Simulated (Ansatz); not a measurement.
Isomers of Au₂F₂⁻ (doublet), relaxed with r2SCAN-D4/def2-TZVPD; total energies from Ansatz at PBE0-D4/def2-TZVPD.

```tsv
isomer	description	energy (Eh)
A	point group C2h; 2 × Au–F 2.01 Å; 1 × Au–Au 2.49 Å	-471.15474
B	point group C2v; 2 × Au–F 1.96 Å; 1 × Au–Au 2.66 Å	-471.15522
```

In the def2 sets Au takes a core potential; there is no spin–orbit coupling.

The isomers come from a short search, and lower ones may exist.

**Question.** Work out the relative energies (1 Eh = 2625.5 kJ/mol) and the Boltzmann populations at 500 K from electronic energies alone (R = 8.314 J/mol/K).

**Answer.** ΔE: A 1.3, B 0.0 kJ/mol. RT = 4.16 kJ/mol. Factors exp(−ΔE/RT): A 0.732, B 1; sum 1.732. Populations: A 42.3 %, B 57.7 %. Zero-point energy, vibrational entropy and symmetry numbers are left out and can shift these; an error of 4 kJ/mol changes a ratio by a factor of 2.6. Over the other density-functional and correlated levels in def2 sets, the gap between B and A ranges from -18 to 11 kJ/mol.
